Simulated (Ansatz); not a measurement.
Reaction (formal exchange of groups at a C–Si bond): `[CH3][AlH][SiH2]C` + `C[SiH]1[AlH][SiH2]1` → `CC[SiH]1[AlH][SiH2]1` + `[CH3][AlH][SiH3]`

Calculated with Ansatz (gas phase, PBE0-D4/def2-TZVP geometries, no zero-point term in ΔE). CCSD(T)/CBS is the MP2 limit (def2-TZVPP, def2-QZVPP) plus CCSD(T) − MP2 in def2-TZVPP, frozen cores. Functionals use def2-TZVPP. B3LYP here is the variant with VWN-RPA as its local correlation; programs differ in this. HSE06 is defined as in plane-wave codes. Each species was taken in one conformer, which may not be the lowest.

| level | ΔE (kJ/mol) | difference from CCSD(T)/CBS |
| --- | --- | --- |
| LDA (SPW92) | 40.2 | -2.5 |
| PBE-D4 | 43.2 | 0.5 |
| revPBE-D4 | 41.6 | -1.1 |
| BLYP-D4 | 42.5 | -0.2 |
| r2SCAN-D4 | 46.0 | 3.3 |
| B97M-V | 45.1 | 2.4 |
| PBE0-D4 | 43.4 | 0.7 |
| B3LYP-D4 | 43.1 | 0.4 |
| r2SCAN0-D4 | 45.4 | 2.7 |
| HSE06-D4 | 43.5 | 0.8 |
| BHLYP-D4 | 43.1 | 0.4 |
| CAM-B3LYP-D4 | 42.7 | 0.0 |
| ωB97X-V | 42.0 | -0.7 |
| ωB97M-V | 44.5 | 1.8 |
| B2PLYP | 43.5 | 0.8 |
| PBE-QIDH | 43.3 | 0.6 |
| PBE | 43.6 | 0.9 |
| BLYP | 43.6 | 0.9 |
| r2SCAN | 46.2 | 3.5 |
| PBE0 | 43.7 | 1.0 |
| B3LYP | 43.6 | 0.9 |
| r2SCANh | 46.0 | 3.3 |
| r2SCAN0 | 45.6 | 2.9 |
| HSE06 | 43.7 | 1.0 |
| BHLYP | 43.0 | 0.3 |
| CAM-B3LYP | 43.0 | 0.3 |
| LC-ωPBE | 44.8 | 2.1 |
| RPA@PBE/def2-TZVPP | 37.0 | -5.7 |
| HF/def2-SVP | 34.5 | -8.2 |
| MP2/def2-SVP | 31.4 | -11.3 |
| CCSD/def2-SVP | 29.0 | -13.7 |
| CCSD(T)/def2-SVP | 28.3 | -14.4 |
| HF/def2-TZVPP | 40.3 | -2.4 |
| MP2/def2-TZVPP | 43.2 | 0.5 |
| CCSD/def2-TZVPP | 41.0 | -1.7 |
| CCSD(T)/def2-TZVPP | 40.9 | -1.8 |
| HF/def2-QZVPP | 40.4 | -2.3 |
| SCS-MP2/def2-QZVPP | 42.0 | -0.7 |
| HF/CBS(def2) | 40.4 | -2.3 |
| CCSD/CBS(def2) | 42.7 | 0.0 |
| CCSD(T)/CBS | 42.7 | 0 |

Largest T1 diagnostic among the species: 0.014.

At CCSD(T), def2-SVP lies −14.4 kJ/mol from the extrapolated value and def2-TZVPP −1.8 kJ/mol. Leaving LDA and LC-ωPBE aside and taking each functional with its dispersion term where it has one, the values spread over 4.5 kJ/mol, from revPBE-D4 to r2SCAN-D4. LDA lies −3.4 kJ/mol from PBE without D4.
